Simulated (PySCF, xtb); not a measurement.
Sn(Cl)2(OH)(NH2) (Cl2H3NOSn), SMILES [NH2][Sn]([OH])([Cl])[Cl]. Other conformers were not sampled.

Harmonic wavenumbers (cm⁻¹) from GFN2-xTB (xtb) at its own minimum, in rising order: 30, 89, 93, 109, 130, 134, 166, 284, 337, 431, 497, 761, 776, 802, 1443, 3353, 3383, 3640.

Q: What does B3LYP-D3(BJ)/def2-SVP run with PySCF 2.14.0 give at its own minimum? (An estimate is asked for; the answer gives what the named calculation found.)

A: 48, 110, 131, 137, 153, 159, 192, 362, 380, 543, 632, 666, 850, 897, 1528, 3492, 3592, 3818. Paired by order, the mean absolute difference is 79 cm⁻¹ and the zero-point energies are 23.5 and 25.3 kcal/mol.
